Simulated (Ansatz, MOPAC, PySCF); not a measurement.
Complex: CH4 (SMILES C) (first 5 atoms) with CH6Si (SMILES C[SiH3]); geometry from B3LYP-D3(BJ)/def2-TZVP, rigid monomers moved along the line of their centres of mass till C1···Si7 is 3.53 Å.
(charge 0, multiplicity 1):
```xyz
13

C     -0.087     0.012     0.321
H     -0.334    -0.401    -0.656
H      0.572    -0.675     0.849
H      0.412     0.972     0.192
H     -1.002     0.151     0.896
C      0.570     1.141     3.584
Si    -0.233    -0.539     3.807
H      0.658     1.392     2.526
H      1.571     1.153     4.020
H     -0.019     1.920     4.071
H     -1.594    -0.553     3.219
H     -0.347    -0.874     5.248
H      0.570    -1.597     3.147
```

Monomers are frozen at their geometry in the pair; levels with a basis set take the counterpoise correction. Rows marked so take none.

Rows in 6-311+G** carry no dispersion term and start afresh at each structure. The state that PM6 reach isn't checked.

Programs: Ansatz (Gaussian orbitals); MOPAC for PM6 (differences of heats of formation); PySCF for 6-311+G** rows, the dispersion terms. 

Problem. One of these levels gives 2.07 kcal/mol for the interaction energy. Which one is it?
A) r2SCAN-D4/def2-TZVPPD
B) B3LYP/6-311+G** (no counterpoise)
C) PBE-D3(BJ)/def2-TZVPPD
D) PM6

Solution. B, B3LYP/6-311+G** (no counterpoise). The others give 0.69 (PM6), -0.59 (PBE-D3(BJ)/def2-TZVPPD), -0.15 (r2SCAN-D4/def2-TZVPPD)

Ansatz is a first-principles code.
